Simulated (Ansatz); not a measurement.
Input for Ansatz (development build ahead of 0.2.0):

```yaml
crystal:
  periodic: [false, false, false]
  atoms:
    - { symbol: Cu, position_ang: [0.0, 0.0, -1.8] }
    - { symbol: O, position_ang: [0.0, 0.0, 0.0] }
    - { symbol: H, position_ang: [0.89937, 0.0, 0.36337] }
basis:
  gaussian: { orbitals: def2-SVP }
total_charge: 1
magnetization:
  spin_polarized: true
  initial_magnetization: 1
hamiltonian:
  xc: pbe0
output:
  forces: true
```

The input is written out in the form of the current development build from the run's settings.

Output:

```yaml
Converged: yes
Total_energy: -1715.37322 hartree
Spin_squared_of_the_determinant: 0.756
Stability_test: minimum
```

Forces (eV/Å):
| atom | Fx | Fy | Fz |
| --- | --- | --- | --- |
| Cu1 | -0.212 | 0.000 | -0.474 |
| O2 | -0.193 | 0.000 | -0.115 |
| H3 | 0.406 | 0.000 | 0.589 |
